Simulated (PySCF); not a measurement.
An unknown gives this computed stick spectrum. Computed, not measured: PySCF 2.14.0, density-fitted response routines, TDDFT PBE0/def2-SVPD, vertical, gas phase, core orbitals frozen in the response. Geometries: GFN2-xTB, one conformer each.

```tsv
state	λ (nm)	f
S1	216.8	0.030
S2	195.9	0.019
S3	184.4	0.162
S4	182.4	0.0089
S5	178.2	0.058
S6	172.5	0.026
```

Triplets computed (Tamm–Dancoff): 4.26, 5.62 eV.

Orbital energies (eV): HOMO-3 -9.25, HOMO-2 -8.67, HOMO-1 -7.32, HOMO -6.72, LUMO 0.05, LUMO+1 0.83, LUMO+2 1.11.

Question: Which structure fits? All have the formula C6H11N.
A. `N1[C@H]([C@@H]1C(C)=C)C`
B. `N[C@H]1C[C@@H]2C[C@@H]2C1`
C. `C=C1CC[C@@H]1CN`
D. `C=C(/C=C\C)CN`

Answer: C. Its S1 lies at 5.72 eV; the nearest of the others has S1 at 5.27 eV. S1 is HOMO→LUMO (95%). Löwdin shares by element: HOMO nitrogen 50%, carbon 26% or more (atoms not listed hold the other 24%); LUMO carbon 63% or more (atoms not listed hold the other 37%). At the same level the other candidates give, for their lowest levels:
- `C=C(/C=C\C)CN`: 235 nm (f 0.038); 221 nm (f 0.471); 206 nm (f 0.006); 196 nm (f 0.013); 190 nm (f 0.029); T1 3.21 eV; HOMO -6.40, LUMO -0.55 eV
- `C=C(C)[C@@H]1N[C@H]1C`: 199 nm (f 0.093); 194 nm (f 0.002); 184 nm (f 0.008); 181 nm (f 0.161); 177 nm (f 0.060); T1 4.20 eV; HOMO -6.68, LUMO 0.48 eV
- `N[C@H]1C[C@@H]2C[C@@H]2C1`: 198 nm (f 0.010); 175 nm (f 0.001); 172 nm (f 0.051); 169 nm (f 0.000); 165 nm (f 0.016); T1 5.97 eV; HOMO -6.82, LUMO 0.83 eV

Shape of the structure used: `[CH2:1]=[C:2]1[CH2:3][CH2:4][C@@H:5]1[CH2:6][NH2:7]`: C4–C5–C6–N7 -168°, H–N7–C6–C5 -57°, H–N7–C6–C5 62°.

Without π bonds the low states are Rydberg-like; a valence basis with one diffuse set may place them up to an eV too high.
